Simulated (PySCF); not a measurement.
One molecule, one basis, several functionals.

1,5-pentanediol, C5H12O2.
Atom-mapped SMILES: `[OH:1][CH2:2][CH2:3][CH2:4][CH2:5][CH2:6][OH:7]` (hydrogens: H8 on O1; H9, H10 on C2; H11, H12 on C3; H13, H14 on C4; H15, H16 on C5; H17, H18 on C6; H19 on O7)

PySCF, def2-SVPD basis, density fitting, gas phase, PBE0-D3(BJ)/def2-SVP geometry; singlet excitations by full TDDFT with frozen cores and triplets by Tamm–Dancoff TDDFT. One functional is left out:

```
functional  exact exchange (%)  HOMO energy (eV)  LUMO energy (eV)  lowest singlet excitation (eV)  lowest triplet excitation (eV)  mean polarisability (au)
       LDA                   0             -6.40             -0.40                            6.04                            5.94                      77.4
       PBE                   0             -6.26             -0.29                            6.01                            5.88                      76.3
     B3LYP                  20             -7.65              0.14                            6.72                            6.46                      73.4
 BHandHLYP                  50             -9.45              0.98                            7.49                            7.16                      70.3
```

Problem. Predict the row of PBE0 (25 % exact exchange) by straight lines through the other rows, and check it.

Solution. 
```csv
property,line,computed,computed − line,"B3LYP (20 %), for comparison"
HOMO energy (eV),-7.91,-7.88,+0.03,-7.65
LUMO energy (eV),0.31,0.46,+0.15,0.14
lowest singlet excitation (eV),6.79,6.97,+0.18,6.72
lowest triplet excitation (eV),6.55,6.68,+0.13,6.46
mean polarisability (au),73.4,72.7,-0.7,73.4
```
